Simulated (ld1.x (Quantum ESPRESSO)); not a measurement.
# Pseudopotential generation for K: PAW, BLYP, scalar-relativistic.

- Element: potassium (K)
- Generator: ld1.x (Quantum ESPRESSO) 7.5
- Type: PAW
- Functional: BLYP
- Relativity: scalar-relativistic
- Frozen core: [Ne]
- Valence charge: 9
- Reference configuration: 3s2 3p6 3d0.5 4s0.5 4p0
- Partial waves: 3s (bound): rcut 1.70, rcutus 1.85 bohr; 4s (bound): rcut 1.70, rcutus 1.85 bohr; 3p (bound): rcut 2.00, rcutus 2.35 bohr; 4p (bound, empty): rcut 2.00, rcutus 2.35 bohr; 3d (bound): rcut 4.35, rcutus 4.80 bohr; 3d channel at 2.73 Ry: rcut 4.35, rcutus 4.80 bohr; 4f channel at 0.4 Ry: rcut 4.05, rcutus 4.55 bohr
- Local potential: all-electron potential smoothed inside 2.95 bohr (lloc = -1)
- Core correction: Bessel-smoothed model core inside 1.35 bohr
- Augmentation charge: PSQ, inside the norm-conserving radii

* Cutoffs needed: 15 Ry and 25 Ry (the cutoffs (Ry, on a coarse ladder) from which the occupation-weighted sum of valence levels, in a spherical-Bessel basis at the reference potential, stays within 10 and 1 mRy of its value at 400 Ry)
* Ghost test: no extra level below or beside the all-electron valence levels (s, p, d, f tested) (spherical-Bessel basis up to 400 Ry, 20 bohr box)
* Configuration tests: test run stopped at test 6 of 7 (negative rho)
* Lowest eigenvalue of the overlap operator: 0.13 (p channel)
* Density cutoff estimated by the generator: 145 Ry
